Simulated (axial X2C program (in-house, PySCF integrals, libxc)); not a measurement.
# Spin–orbit effects down a group: molecules with Mg, PBE0

Calculated with an axial X2C code built on PySCF integrals, spin-free (one-electron X2C) or two-component (2c: spin–orbit coupling with atomic mean-field Coulomb and Gaunt terms, which also bring small scalar terms), in Dyall basis sets with cores contracted in-house; open shells are unrestricted.

Basis sets: Cs dyall-cv3z, H dyall-v3z, K dyall-cv3z, Li dyall-cv3z, Mg dyall-cv3z.

```tsv
molecule	spin-free state	Re (Å)	ωe (cm⁻¹)	De (eV)	2c state	Re 2c (Å)	ωe 2c (cm⁻¹)	De 2c (eV)
MgH	M_S = 1/2, Λ = 0	1.739	1468.7	1.42	Ω = 1/2	1.739	1468.5	1.42
LiMg	M_S = 1/2, Λ = 0	3.082	200.1	0.27	Ω = 1/2	3.082	200.1	0.27
KMg	M_S = 1/2, Λ = 0	3.922	80.3	0.16	Ω = 1/2	3.922	80.3	0.16
CsMg	M_S = 1/2, Λ = 0	4.307	62.3	0.14	Ω = 1/2	4.306	62.3	0.14
```

Problem. Work out the shifts from the spin-free to the two-component result.

Solution. 

```json
{"molecule": "MgH", "2c state": "Ω = 1/2", "ΔRe (Å)": "0.000", "Δωe (cm⁻¹)": "-0.2", "ΔDe (eV)": "0.00"}
{"molecule": "LiMg", "2c state": "Ω = 1/2", "ΔRe (Å)": "0.000", "Δωe (cm⁻¹)": "0.0", "ΔDe (eV)": "0.00"}
{"molecule": "KMg", "2c state": "Ω = 1/2", "ΔRe (Å)": "0.000", "Δωe (cm⁻¹)": "0.0", "ΔDe (eV)": "0.00"}
{"molecule": "CsMg", "2c state": "Ω = 1/2", "ΔRe (Å)": "-0.001", "Δωe (cm⁻¹)": "0.0", "ΔDe (eV)": "0.00"}
```

Shifts of one unit in the last digit are rounding.

Each entry is the lowest single determinant of a limited PBE0 search at one distance. De goes to single-determinant-based atoms at the same level (for ions the charge split of lowest energy) and is withheld (n/a) where an atom does not fit its ground term or J level. Main or longest-lived isotopes.
